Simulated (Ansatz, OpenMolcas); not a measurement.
Ge2H6 (digermane): from total energies to a heat of formation

Ge2H6: 8 atoms, total charge 0, spin state singlet. As SMILES, `[GeH3][GeH3]`. The shape is that of a PBE0-D4/def2-TZVP optimisation.

Total energies at PBE/6-31G* (spherical functions) (OpenMolcas 26.06); the atoms run unrestricted:

```tsv
species	state	energy (Eh)
Ge2H6	singlet	-4156.378451
Ge	triplet	-2076.324401
H	doublet	-0.497432
```

Harmonic wavenumbers at PBE0-D4/def2-TZVP, in cm⁻¹: 106, 270, 358, 358, 559, 559, 756, 834, 882, 882, 886, 886, 2144, 2150, 2152, 2152, 2161, 2161.

Measured heats of formation of the gaseous atoms at 298.15 K, in kJ/mol: Ge 372.0, H 218.0. Spin-orbit lowering of the atoms at 298 K (mean of the ground term's levels less their thermal mean, from spectra), in kJ/mol: Ge 10.39. Take 1 Eh = 2625.50 kJ/mol, 1 cm⁻¹ = 0.0119627 kJ/mol, RT = 2.479 kJ/mol.

Task: What heat of formation follows?

Result: 
1. Electronic atomisation energy: 2 × (-2076.324401) + 6 × (-0.497432) − (-4156.378451) = 0.745057 Eh = 1956.1 kJ/mol.
2. Zero-point energy: half the sum of the wavenumbers, 10128 cm⁻¹ = 121.2 kJ/mol.
3. Thermal vibrational enthalpy, Σ hcν̃/(exp(hcν̃/kT) − 1): 7.0 kJ/mol. Translation, rotation and pV of a non-linear molecule: 4 RT = 9.9 kJ/mol.
4. The 8 free atoms carry 5/2 RT each: 49.6 kJ/mol.
5. Spin-orbit coupling lowers the free atoms by 2 × 10.39 = 20.8 kJ/mol.
6. Atomisation enthalpy at 298 K: 1956.1 − 20.8 − 121.2 − 7.0 − 9.9 + 49.6 = 1846.8 kJ/mol.
7. Sum of the atoms' heats of formation: 2052.0 kJ/mol. Heat of formation: 2052.0 − 1846.8 = +205.2 kJ/mol.

No measured value is set beside it here. Relativity is left out. Anharmonicity and any spin-orbit splitting of the molecule are left out.
